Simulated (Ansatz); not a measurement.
Reaction (hydrogenolysis of the Si–C bond): `OC[SiH2][TeH]` + H₂ → `[SiH3][TeH]` + CH₃OH

Computed with Ansatz on PBE0-D4/def2-TZVP structures; ΔE is electronic, products minus reactants. CCSD(T)/CBS adds triple-zeta CCSD(T) − MP2 to the extrapolated MP2 energy (def2 sets, frozen cores). This one scheme is used for every species. DFT in def2-TZVPP. B3LYP here is the variant with VWN-RPA as its local correlation; programs differ in this. def2 core potentials past Kr. For Te outer-core shells are correlated without core-valence functions, which leaves a few kJ/mol of doubt a bond. Each species was taken in one conformer, which may not be the lowest.

```json
{"level": "PBE-D4", "ΔE (kJ/mol)": "-28.7"}
{"level": "B3LYP-D4", "ΔE (kJ/mol)": "-36.5"}
{"level": "PBE0", "ΔE (kJ/mol)": "-42.2"}
{"level": "HF/def2-TZVPP", "ΔE (kJ/mol)": "-68.5"}
```

(1) What does CCSD(T)/CBS give? (An estimate is asked.)

Largest T1 diagnostic among the species: 0.011.

Answers

(1) Ansatz gave: -35.8 kJ/mol. The listed levels differ from it by 7.1, -0.7, -6.4, -32.7 kJ/mol.

In def2-TZVPP, CCSD(T) changes the Hartree–Fock value by +29.5 kJ/mol (the triples alone add +5.9 kJ/mol) and MP2 by +35.0 kJ/mol. From PBE to PBE0 (25 % exact exchange), in def2-TZVPP and without D4, ΔE moves by −6.1 kJ/mol. The D4 term adds +11.8 kJ/mol with B3LYP and +6.6 kJ/mol with PBE0; it sums over pairs of atoms, weighted by their polarisabilities, and B3LYP, whose exchange is more repulsive, gets the larger term.
